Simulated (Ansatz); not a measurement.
A made-up structure of SnH$_{3}$Se (charge +1), singlet:

| atom | x (Å) | y (Å) | z (Å) |
| --- | --- | --- | --- |
| Se1 | 0.5826 | -1.8421 | 0.5134 |
| Sn2 | -0.2733 | 0.4878 | -0.5799 |
| H3 | 0.8022 | -1.1208 | 1.9827 |
| H4 | -0.7495 | 0.4337 | -2.4047 |
| H5 | -0.3621 | 2.0414 | 0.4886 |

It is relaxed with PBE-D4/def2-SVP and then PBE0-D4/def2-TZVP (Ansatz 0.2.0). Atoms count as bonded within 1.22 times the sum of their covalent radii (H–H: 0.88 Å). The end point is not checked to be a true minimum.

Does its bonding change? (Judge from chemistry; the calculation decides.)

By the calculation: No: no bond forms or breaks.

Where it ends: The first stage lowers the energy by 0.79 eV in 6 steps. It ends as SnH₃Se ([SeH][SnH2]), total charge +1:
```xyz
5
angstrom
Se 0.5203 -1.6453 0.4585
Sn -0.2438 0.4351 -0.5173
H 0.7163 -1.0006 1.7701
H -0.6690 0.3872 -2.1466
H -0.3238 1.8236 0.4352
```

Labels in which every atom is bracketed show which atoms are joined, not bond orders.

For scale, one of the runs: PBE0-D4/def2-TZVP relaxation, 116 basis functions, launched by `ansatz run in.yaml --threads 2 --pin off --events-out ev --progress --plain --max-ram 4352MiB`. The run took about 13 s on 2 CPU threads of an Arm Neoverse V2 (shared host).
